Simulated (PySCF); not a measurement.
# UHF on F²⁺ (fluorine, charge +2)

Configuration: [He] 2s1 2p3 3d1, high-spin 6D determinant (an excited configuration). All numbers are calculated (PySCF 2.14, the non-relativistic Hamiltonian (point nucleus), in dyall-av2z (11s7p2d, 42 functions)).

```
Total energy                                                  : -95.332443 hartree
One-electron energy                                           : -121.4561 hartree
Hartree (Coulomb) energy                                      : 35.2980 hartree
Exchange energy                                               : -9.1744 hartree
Kinetic energy                                                : 96.34478 hartree
⟨S²⟩                                                          : 8.7500
⟨L²⟩                                                          : 6.001
Sum of ⟨r⟩                                                    : 5.538 bohr
Sum of ⟨r²⟩                                                   : 7.129 bohr²
Traceless quadrupole moment −½Σ⟨3z² − r²⟩ along its main axis : 1.02 e·bohr²
Density at the nucleus (Gaussians lack the cusp)              : 426 bohr⁻³
Spin density at the nucleus                                   : 14.0 bohr⁻³
Langevin diamagnetic susceptibility                           : -5.65 ×10⁻⁶ cm³/mol
```

| shell | electrons | mean orbital energy (hartree) | spread (hartree) | rms radius, mean of both spins (bohr) |
| --- | --- | --- | --- | --- |
| 1s α | 1 | -28.72074 | 0 | 0.204 |
| 1s β | 1 | -28.41743 | 0 | 0.204 |
| 2s α | 1 | -3.60204 | 0 | 0.948 |
| 2p α | 3 | -2.73186 | 0.00008 | 0.929 |
| 3d α | 1 | -0.27301 | 0 | 1.89 |

The outer electron is Rydberg-like, and this basis confines it to a smaller radius and binds it less than a complete one would.

Spin-orbit constants ζ (cm⁻¹) from the X2C one-electron operator on these orbitals (non-relativistic here): bare nucleus, nucleus screened by l(l+1)(2l+1)/3 electrons, and screened by the Breit-Pauli mean field of the electrons.

```json
{"shell": "2p", "bare": "598.0", "screened nucleus": "465.1", "mean field": "413.7"}
{"shell": "3d", "bare": "18.24", "screened nucleus": "6.079", "mean field": "5.229"}
```

To first order the Landé constant is A = 1.046 cm⁻¹, so the lowest level has J = 1/2 and lies 0.000908 eV below the centre of the term. This holds in LS coupling only.
